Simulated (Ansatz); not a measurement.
`[SiH3]O[Si]Br` + `O[SiH3]` → `[SiH3]O[Si]O[SiH3]` + HBr  (ligand exchange at the Si–Br bond)

Computed with Ansatz on PBE0-D4/def2-TZVP structures; ΔE is electronic, products minus reactants. CCSD(T)/CBS is the MP2 limit (def2-TZVPP, def2-QZVPP) plus CCSD(T) − MP2 in def2-TZVPP, frozen cores. Functionals use def2-TZVPP. For Br outer-core shells are correlated without core-valence functions, which leaves a few kJ/mol of doubt a bond. Scalar relativity is left out up to krypton. One conformer a species, not always the lowest.

`[SiH3]O[Si]Br`:

```xyz
7

Si   -0.106    0.339    0.871
O    -0.555    0.575   -0.713
Si   -0.390    0.009   -2.228
Br    1.011   -1.778   -1.909
H    -0.543   -1.004    1.317
H     1.365    0.472    0.993
H    -0.782    1.387    1.670
```

`O[SiH3]`:

Z-matrix (Å, degrees):
```
Si
O 1 1.648
H 1 1.489 2 111.7
H 1 1.489 2 111.7 3 120.9
H 1 1.481 2 105.9 3 -119.6
H 2 0.957 1 117.9 3 -60.5
```

`[SiH3]O[Si]O[SiH3]`:

Z-matrix (Å, degrees):
```
Si
O 1 1.643
H 1 1.483 2 108.8
H 1 1.486 2 110.6 3 -120.2
H 1 1.483 2 108.8 3 119.6
Si 2 1.640 1 146.7 3 120.1
O 6 1.640 2 100.5 1 179.9
Si 7 1.643 6 146.7 2 -180.0
H 8 1.483 7 108.8 6 120.1
H 8 1.483 7 108.8 6 -120.3
H 8 1.486 7 110.6 6 -0.1
```

HBr:

```xyz
2

Br   -0.078   -0.323    0.628
H     0.078    0.323   -0.628
```

```csv
species,revPBE-D4 energy (Eh)
`[SiH3]O[Si]Br`,-3229.97003
`O[SiH3]`,-367.11688
`[SiH3]O[Si]O[SiH3]`,-1022.54834
HBr,-2574.53963
```

Task: Work out ΔE.

Result: ΔE = (-1022.54834) + (-2574.53963) − (-3229.97003) − (-367.11688) = -0.00106 Eh = -0.7 kcal/mol. CCSD(T)/CBS gives -3.5 kcal/mol.

Largest T1 diagnostic among the species: 0.014.

Leaving LDA and LC-ωPBE aside and taking each functional with its dispersion term where it has one, the values, not all of them listed here, spread over 5.0 kcal/mol, from CAM-B3LYP-D4 to PBE-D4. LDA lies −1.4 kcal/mol from PBE without D4. From BLYP to BHLYP (50 % exact exchange), in def2-TZVPP and without D4, ΔE moves by −1.7 kcal/mol. At CCSD(T), def2-SVP lies −1.5 kcal/mol from the extrapolated value and def2-TZVPP −1.3 kcal/mol.
